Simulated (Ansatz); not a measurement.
A structure relaxed at PBE0-D4/def2-TZVP in Ansatz, charge 0, singlet:

Cartesian coordinates in Å:
```
Pt -0.970 0.906 -1.375
Pt 0.681 1.201 0.423
Pt 0.120 -1.324 -0.297
H 0.193 -0.696 1.118
H 0.605 2.749 0.382
H -1.533 -0.385 -0.682
H 0.905 -2.451 0.430
```

Question: Give its formula.

Answer: the cluster Pt₃H₄.

Question: Summarise the bond lengths by kind (pairs closer than 1.2 times the sum of covalent radii, bridged metal pairs left out).

Answer: 2 × Pt–Pt 2.46 to 2.68 Å; 5 × H–Pt 1.55 to 1.94 Å.

In the def2 sets Pt takes a core potential; there is no spin–orbit coupling. The restricted singlet is unstable towards broken spin symmetry in Hartree–Fock (as tested in another run); at PBE0-D4/def2-TZVP this wasn't settled. Another isomer (singlet) lies 0.10 eV lower at PBE0-D4/def2-TZVP; other spin states weren't run for this one.
